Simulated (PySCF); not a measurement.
Bi(Et)2(SiH3), SMILES C[CH2][Bi]([SiH3])[CH2]C at its GFN2-xTB optimised geometry (Å):

```
19

Bi     0.5875    -0.9696     2.0121
C     -1.5222    -1.0232     1.1197
C     -2.0088     0.3002     0.5626
H     -2.1973    -1.3697     1.9005
H     -1.5120    -1.7777     0.3345
H     -1.3626     0.6402    -0.2445
H     -2.0218     1.0639     1.3366
H     -3.0224     0.2067     0.1689
C      0.2402     0.9437     3.2185
C     -0.7222     0.7240     4.3728
H     -0.1409     1.7119     2.5517
H      1.2066     1.2778     3.5927
H     -0.3409    -0.0333     5.0563
H     -1.6921     0.3932     4.0061
H     -0.8725     1.6440     4.9400
Si     1.5594     0.3768     0.0000
H      1.1507     1.7777     0.0000
H      1.1603    -0.1746    -1.2934
H      3.0224     0.3768     0.0000
```

Level of theory: PBE0/def2-SVP, def2 effective core potentials past Kr in PySCF. The core electrons that the potentials of Bi replace are not part of the density. Cells within 0.4 Å of a nucleus heavier than hydrogen are left out (blank, or x).

Map of the log10 of the electron density (e/bohr³), floored at −4 on the plane z = 1.0 Å:

```
|00000000000000000000000000000|
|00000000000000000000000000000|
|00000000000000000000000000000|
|00000000000000000000000000000|
|00000000000000000000000000000|
|00000000000000000000000000000|
|00000000000000011111000000000|
|00000000111001123332100000000|
|00000012333212234443221000000|
|00000124555432345554332100000|
|00001245776543455665443210000|
|00002357898644456666554321000|
|00013568999754566776665431000|
|00023578999765667777665432000|
|00023568999866678887665431000|
|00013467899987788877654321000|
|0000235689x987788876543210000|
|0000134689xx87788776532100000|
|00000246799987777765432000000|
|00000135678876666654321000000|
|00000123566655555543210000000|
|00000012344433344332100000000|
|00000000122222222221000000000|
|00000000000000111100000000000|
|00000000000000000000000000000|
|00000000000000000000000000000|
|00000000000000000000000000000|
|00000000000000000000000000000|
|00000000000000000000000000000|
```
Scale: ten equal steps from -4.00 (start of '0') to -0.565 (end of '9'), in the order '0123456789'; x runs from -5.50 to 5.50, y from -5.50 (bottom) to 5.50 (top).
